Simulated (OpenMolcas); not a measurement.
Mo4+: ligand-field states by method

Mo4+ with 4 ligands (chloride) in tetrahedral coordination (Td) at 2.28 Å. Ligand basis ANO-RCC-VDZP.
```
Mo    0.0000    0.0000    0.0000
Cl    1.3164    1.3164    1.3164
Cl    1.3164   -1.3164   -1.3164
Cl   -1.3164    1.3164   -1.3164
Cl   -1.3164   -1.3164    1.3164
```

```
Program             : OpenMolcas 26.06
Basis               : ANO-RCC-VDZP [6s5p3d1f]
Scalar Hamiltonian  : DKH2, point nucleus
Active space        : 2 electrons in 5 orbitals (4d)
State averaging     : 2S+1 = 3 even, 10 roots; 2S+1 = 1 even, 15 roots
Spin-orbit coupling : RASSI with atomic mean-field integrals over the reference wave functions
```

I. CASSCF
II. SS-CASPT2, IPEA 0.25 Eh, imaginary shift 0.1 Eh (closed shells correlated: 4s 4p and the ligand valence shells)

Spin-free states (labels of Td) in cm-1, each column counted from its own energy of the first state listed:

```
State  Degeneracy      I     II
  3A2           1      0      0
   1E           2   9454   6280
  3T2           3  10691  10310
  3T1           3  15572  14550
  1A1           1  16306  12120
  1T2           3  19793  16120
  1T1           3  21297  17680
  3T1           3  24650  24070
   1E           2  29199  26910
  1T2           3  31605  28370
  1A1           1  43823  36050
```

From I to II, I's first state of the same spin (3T2) moves from 10691 to 10310 cm-1, by about -390 cm-1.

From I to II, I's first state of another spin (1E) moves from 9454 to 6280 cm-1, by about -3200 cm-1.

χT at 300 K: I 0.87, II 0.86 cm3 K/mol.

Roots that are degenerate in the reference are averaged as groups; the widest CASPT2 spread within a group is 830 cm-1 (the 3-fold group of multiplicity 1 near 16100 cm-1 above the lowest state of its run, II). Shifts and gaps below about the spread of the groups concerned are not significant. Over all roots computed the reference weight is 0.69 to 0.71 in II; a low but even weight reflects the number of correlated electrons. The least metal-like active orbital is 70 % on the metal (Löwdin) and no ligand orbital is active, so the numbers are rough. Ligand-to-metal charge-transfer states are missing. With no ligand orbital active B as a rule stays too high, so bands that hang on it stand too high and its fall with covalency is understated. Without dynamic correlation the repulsion within the d shell is too large (B by tens of per cent), so at a given field states of lower spin stand too high (holds for I). With metal d orbitals alone the field can be off either way by tens of per cent (holds for I). With one d shell and no ligand orbital active, 10Dq can be off by a tenth or more (holds for II). No measured value stands beside these numbers; the geometry is a model, was not optimised and need not be the one that this ion takes.
